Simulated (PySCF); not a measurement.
C3H6Cl2, SMILES ClC(Cl)(C)C. Coordinates come from a PBE0-D3(BJ)/def2-SVP optimisation.

Computed equilibrium geometry at PBE0-D3(BJ)/def2-SVP (PySCF confirms it by a frequency run) as Cartesian coordinates in Å, and its point group:
point group C2v.
```xyz
11

C      0.0000    -1.2690     1.1653
C      0.0000     0.0000     0.3420
C      0.0000     1.2690     1.1653
Cl    -1.4598     0.0000    -0.7137
Cl     1.4598     0.0000    -0.7137
H      0.8965    -1.2965     1.8020
H      0.0000    -2.1505     0.5113
H     -0.8965    -1.2965     1.8020
H      0.8965     1.2965     1.8020
H      0.0000     2.1505     0.5113
H     -0.8965     1.2965     1.8020
```
Charge 0, spin multiplicity 1.
